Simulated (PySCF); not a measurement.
HBCl$_{2}$, singlet, geometry from GFN2-xTB. Base run: PBE0/6-31+G* run with PySCF.

Input for PySCF:
```python
from pyscf import gto, scf, dft, solvent

mol = gto.M(
    atom='''
B    -0.50500940   -0.30371861   -0.36257489
H    -1.36125773   -0.81867646   -0.97732413
Cl   -0.33815679    1.38907437   -0.39373402
Cl    0.56676295   -1.25158792    0.55786334
''',
    basis='6-31+g*',
    verbose=3,
)

mf = dft.RKS(mol)
mf.xc = 'pbe0'
mf.kernel()
mf.analyze()
```

Base: dipole (D) 0.50; HOMO-LUMO gap (eV) 7.66.

A changed run: ΔE vs base (kcal/mol) -0.170; dipole (D) 0.56; HOMO-LUMO gap (eV) 7.68.

Question: Which change was made?
A. model = IEF-PCM; solvent = chloroform; vdw_scale = 1.1
B. model = IEF-PCM; solvent = chloroform
C. model = IEF-PCM; solvent = chloroform; lebedev_order = 11
D. model = IEF-PCM; solvent = chloroform; r_probe = 0.5
E. model = IEF-PCM; solvent = acetonitrile

Answer: D, model = IEF-PCM; solvent = chloroform; r_probe = 0.5

The base is the gas phase, so ΔE is the electrostatic part of solvation at a fixed geometry, without cavity and dispersion terms.
